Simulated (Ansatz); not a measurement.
The cluster Rb3, relaxed as a doublet with UKS B3LYP/def2-TZVP in Ansatz, starting from the GFN2-xTB geometry. Force threshold 0.02 eV/Å.

In the def2 sets Rb takes a core potential; there is no spin–orbit coupling. The structure comes from a short search, and lower isomers may exist.

Start:

```xyz
3

Rb    2.485   -0.621    1.629
Rb   -1.272    2.198   -2.568
Rb   -1.213   -1.577    0.940
```

(1) Estimate the energy that the relaxation releases and the steps that it takes.

(2) Does the start keep its bonding and symmetry?

(3) Predict the relaxed structure.

Answers

(1) 0.09 eV, in 9 steps; 35 s on 4 threads of Arm Neoverse V1 on a shared host. The force fell under the threshold at step 6, but the optimiser went on and released 0.002 eV more. No frequencies were taken in this run, so the end may be a saddle point.

(2) By distances, no bond broke or formed, bridged metal pairs apart. The bond that changes most is Rb2–Rb3, from 5.15 to 4.48 Å (atoms count from 1). Metal–metal contacts that move far: Rb2–Rb3 5.15 to 4.48 Å. Point group Cs at the start, C2v at the end, both within 0.05 Å.

(3) 
Cartesian coordinates in Å:
```
Rb 2.9654 -0.8612 2.0542
Rb -1.7235 2.0157 -2.5919
Rb -1.2419 -1.1544 0.5377
```
Bond lengths (bridged metal pairs left out): 2 × Rb–Rb 4.48 Å.
